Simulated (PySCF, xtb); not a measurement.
C3H7NSi2, SMILES C=C1N=C[SiH2][SiH2]1.

Harmonic wavenumbers (cm⁻¹) from GFN2-xTB in xtb 6.7.1 at its own minimum, in rising order: 36, 257, 297, 319, 323, 396, 441, 479, 514, 551, 575, 578, 610, 655, 677, 751, 779, 810, 836, 897, 925, 1147, 1281, 1381, 1609, 1656, 2209, 2220, 2228, 2231, 2997, 3084, 3126.

### Question
What does PBE-D3(BJ)/def2-SVP run with PySCF give at its own minimum? (An estimate is asked for; the answer gives what the named calculation found.)

### Answer
39, 258, 301, 321, 333, 409, 442, 521, 535, 590, 615, 618, 658, 660, 739, 781, 850, 884, 891, 902, 911, 1132, 1278, 1341, 1568, 1616, 2151, 2160, 2161, 2171, 3016, 3068, 3179. Paired by order, the mean absolute difference is 32 cm⁻¹ and the zero-point energies are 52.7 and 53.0 kcal/mol.
